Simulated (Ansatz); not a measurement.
K8F8 (relaxed from a model of 1x4x4 KF rock-salt block, whose bonding it doesn't keep). Charge 0, multiplicity 3. Geometry PBE-D4/def2-SVP, that of the neutral singlet; atoms count from 1.

| atom | x (Å) | y (Å) | z (Å) |
| --- | --- | --- | --- |
| K1 | -0.754 | -0.221 | 3.794 |
| F2 | -0.609 | 1.831 | 2.472 |
| K3 | 1.916 | 1.611 | 2.036 |
| F4 | 2.789 | 2.935 | 0.211 |
| F5 | 1.540 | -0.703 | 3.113 |
| K6 | -1.319 | 0.849 | 0.358 |
| F7 | 1.069 | 0.086 | -0.348 |
| K8 | 2.113 | 1.950 | -1.796 |
| K9 | 0.999 | -2.067 | 1.120 |
| F10 | -0.117 | -3.120 | -0.942 |
| K11 | 0.337 | -1.204 | -2.411 |
| F12 | 0.306 | 1.171 | -3.448 |
| F13 | -1.580 | -1.386 | 1.662 |
| K14 | -2.409 | -2.555 | -0.360 |
| F15 | -2.232 | -0.436 | -1.855 |
| K16 | -2.051 | 1.259 | -3.608 |

The gap within one spin of the charge 0 triplet nearly closes, so an electron or hole may be smeared out by delocalisation error. At PBE-D4/def2-SVP a singlet of charge 0 lies 4.05 eV below the triplet at the same geometry.

Problem. Estimate the Mulliken populations from the PBE/def2-SVP orbitals of Ansatz.

Solution. 
```
atom  charge (e)  spin (α − β)
  K1        0.53          0.04
  F2       -0.44          0.16
  K3        0.50         -0.02
  F4       -0.40          0.28
  F5       -0.45          0.15
  K6        0.44          0.16
  F7       -0.46          0.03
  K8        0.50          0.07
  K9        0.44          0.06
 F10       -0.44          0.15
 K11        0.38          0.10
 F12       -0.43          0.16
 F13       -0.48          0.01
 K14        0.53          0.07
 F15       -0.44          0.08
 K16        0.22          0.50
```
Mulliken values depend strongly on the basis.

Problem. Where does the spin sit?

Solution. Summed by element: K 0.98, F 1.02, of 2 unpaired in all. Largest on single atoms: K16 0.50, F4 0.28, F2 0.16.

Problem. And the Mayer bond orders between heavy atoms (over 0.3)?

Solution. K1–F5 0.31 (2.44 Å); K3–F4 0.34 (2.42 Å); F4–K8 0.35 (2.33 Å); F10–K14 0.30 (2.43 Å).
